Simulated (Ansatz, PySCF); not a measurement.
Al(GeH3)2(H) (AlGe₂H₇), SMILES [GeH3][AlH][GeH3].

The structure is a stationary point at r2SCAN-D4/def2-SVP. The structure was generated by enumeration; whether it is a known compound was not checked.

Vertical ionisation energy (IE) and electron affinity (EA) in eV. Rows of orbital energies are one-electron estimates. Where ΔSCF, EOM or ADC give a negative EA the extra electron is unbound and the value depends on the basis.

| level | IE | EA |
|---|---|---|
| −ε(HOMO), −ε(LUMO), M06-2X/def2-TZVP (PySCF) | 8.18 | 1.79 |
| −ε(HOMO), −ε(LUMO), PBE/def2-TZVP (PySCF) | 6.33 | 3.09 |
| ΔSCF, PBE0/def2-SVPD (Ansatz), final states of multiplicity 2 and 2 | (withheld) | (withheld) |
| ΔSCF, PBE/def2-SVPD (Ansatz), final states of multiplicity 2 and 2 | 8.91 | 0.93 |

Task: Complete the blanks. (Estimate from the structure and the level; the computed values follow.)

Result: 
- ΔSCF, PBE0/def2-SVPD (Ansatz, a first-principles code), final states of multiplicity 2 and 2, IE: 9.11
- ΔSCF, PBE0/def2-SVPD (Ansatz), final states of multiplicity 2 and 2, EA: 0.93

Task: What vertical singlet–triplet gap does ΔSCF give with PBE0/def2-SVPD (Ansatz) and with PBE/def2-SVPD (Ansatz)? (An estimate is asked for; the answer gives what the named calculation found.)

Result: 3.21 and 3.03 eV (triplet above singlet where positive).
